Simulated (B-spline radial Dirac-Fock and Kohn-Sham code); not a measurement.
## The La atom: differential elastic cross section for electrons at 663 eV

Calculated with a radial atomic solver, using relativistic (Dirac) partial waves in the static field of the Dirac-Fock atom with Furness-McCarthy exchange, without polarisation or absorption potentials.

```
θ (°)  dσ/dΩ (a₀²/sr)  Sherman function
    0             426             0.000
   10            30.5             0.001
   20            4.14             0.001
   30            1.41            -0.010
   40           0.591            -0.018
   50           0.376             0.012
   60           0.304             0.049
   70           0.199             0.062
   80          0.0797             0.006
   90          0.0564            -0.169
  100           0.157            -0.064
  110           0.261            -0.009
  120           0.226             0.023
  130          0.0721             0.067
  140          0.0168            -0.295
  150           0.293            -0.059
  160           0.901            -0.025
  170            1.54            -0.010
  180            1.81             0.000
```

The total elastic cross section is 18.2 a₀², the first transport cross section 3.51 a₀² and the second, weighted with (3/2) sin²θ, 3.23 a₀². The mean deflection is ⟨1 − cos θ⟩ = 0.193, and 8.7 % of the collisions scatter beyond 90°.

On this grid of angles the cross section has minima near 90°, 140°, from interference among the few low partial waves with large phase shifts.
